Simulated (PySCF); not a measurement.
## Ar⁺: ionisation energy

Ar⁺ [Ne] 3s2 3p5 (2P) → Ar²⁺ [Ne] 3s2 3p4 (3P), as a difference of total energies. Calculation: PySCF 2.14, in def2-QZVPPD; no relativity, point nucleus. Correlated levels: valence and next inner shell: 1s2 frozen. The calculations carry no spin-orbit coupling.

```tsv
method	ionisation energy (eV)	plus first-order spin-orbit estimate	error of that sum (eV)
UHF	26.369	26.363	-1.267
MP2 (valence and next inner shell)	27.503	27.497	-0.133
SCS-MP2 (valence and next inner shell)	27.513	27.507	-0.123
CCSD (valence and next inner shell)	27.476	27.470	-0.160
CCSD(T) (valence and next inner shell)	27.521	27.515	-0.115
```

Reference: 27.630 eV (measured; NIST Atomic Spectra Database, ionization energies).

A first-order spin-orbit estimate (lowest level to lowest level, LS coupling) adds -0.006 eV.

Errors of the correlated levels include the incompleteness of this basis and the frozen core.
